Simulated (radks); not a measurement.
All-electron atom: Au75+ in [He] 2s2.

Calculated with a radial shooting solver on a logarithmic mesh with Libxc functionals: non-relativistic Kohn-Sham, PBE, spin-polarised, spherical densities, point nucleus; relativity is left out, which matters for an element this heavy.

Energy parts (hartree):
part                       energy
total                  -7677.4923
kinetic                 7677.3798
electron-nucleus      -15477.8217
Hartree                  186.6146
exchange-correlation     -63.6650

Orbitals (lengths in bohr, moments of r in powers of bohr; <r^-3> diverges for s and p1/2):
orbital  occ.  eigenvalue (hartree)  <r^-3>      <r^2>       <r^4>
1s          2             -3021.166       -  0.0004870   5.952e-07
2s          2             -733.0440       -   0.006994  0.00008013

The highest occupied level is 2s at -19947.1 eV. The density falls to 0.001 e/bohr^3 at r = 0.29 bohr.
